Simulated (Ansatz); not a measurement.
PBE exchange is replaced step by step with exact exchange (0 % is PBE, 25 % PBE0; no dispersion term), basis def2-TZVPD, Ansatz. System: Li₂Al₃⁻ (the lowest singlet isomer of a short search). Charge -1, multiplicity 1. Geometry: PBE-D4/def2-TZVPD, each spin state at its own.

The relaxed triplet has other bonds than the singlet, so its gap is one between isomers. The relaxed quintet has other bonds than the singlet, so its gap is one between isomers.

Geometry of the singlet:

```xyz
5

Li    1.252    1.271   -0.289
Li   -0.610   -0.328    1.715
Al   -1.454    1.465   -0.354
Al    1.629   -1.444   -0.259
Al   -0.818   -0.964   -0.813
```

At PBE-D4/def2-TZVPD, PBE with 5 % exact exchange/def2-TZVPD, PBE with 10 % exact exchange/def2-TZVPD, PBE with 15 % exact exchange/def2-TZVPD the highest occupied level of the charge -1 singlet lies above zero (up to 0.48 eV). By energy differences its removal costs 1.31 eV (vertical, to the charge 0 doublet, at PBE-D4/def2-TZVPD); a positive level beside a positive removal energy at the same level points to self-interaction error. At PBE-D4/def2-TZVPD, PBE with 5 % exact exchange/def2-TZVPD, PBE with 10 % exact exchange/def2-TZVPD the highest occupied level of the charge -1 triplet lies above zero (up to 0.32 eV). It is a level of α spin, whose loss leaves a doublet; that state wasn't run at this geometry and level. The electron is either unbound and held by the finite basis, or the level is raised by self-interaction error. At PBE-D4/def2-TZVPD, PBE with 5 % exact exchange/def2-TZVPD, PBE with 10 % exact exchange/def2-TZVPD, PBE with 15 % exact exchange/def2-TZVPD and others the highest occupied level of the charge -1 quintet lies above zero (up to 0.66 eV). It is a level of α spin, whose loss leaves a quartet; that state wasn't run at this geometry and level. The electron is either unbound and held by the finite basis, or the level is raised by self-interaction error. At PBE0-D4/def2-TZVPD, PBE with 35 % exact exchange/def2-TZVPD, PBE with 50 % exact exchange/def2-TZVPD the charge -1 triplet is spin-contaminated (final ⟨S²⟩ up to 2.23, 2.00 for a pure state). The structure comes from a short search, and lower isomers may exist.

```tsv
exact exchange (%)	HOMO (eV)	LUMO (eV)	gap (eV)	triplet − singlet (kJ/mol)	quintet − singlet (kJ/mol)
0	0.48	1.00	0.52	-10.1	44.8
5	0.36	1.09	0.72	-12.6	40.6
15	0.13	1.26	1.14	-17.5	32.1
25	-0.11	1.44	1.55	-22.4	23.6
35	-0.36	1.61	1.96	-27.2	15.1
50	-0.74	1.85	2.59	-34.3	2.6
```

(1) Fit a straight line to the column «quintet − singlet (kJ/mol)» against the share of exact exchange and predict its value at 10 %.

Results:

(1) With x = exact exchange (%) and y = quintet − singlet (kJ/mol): mean x = 21.67, mean y = 26.47; Σ(x − x̄)(y − ȳ) = -1508, Σ(x − x̄)² = 1783; slope b = -0.8458, intercept a = ȳ − b·x̄ = 44.8. The residuals of the fitted rows reach 0.1. At x = 10 the line gives 44.8 + (-0.8458 × 10) = 36.3; the run gave 36.3, the same within rounding.
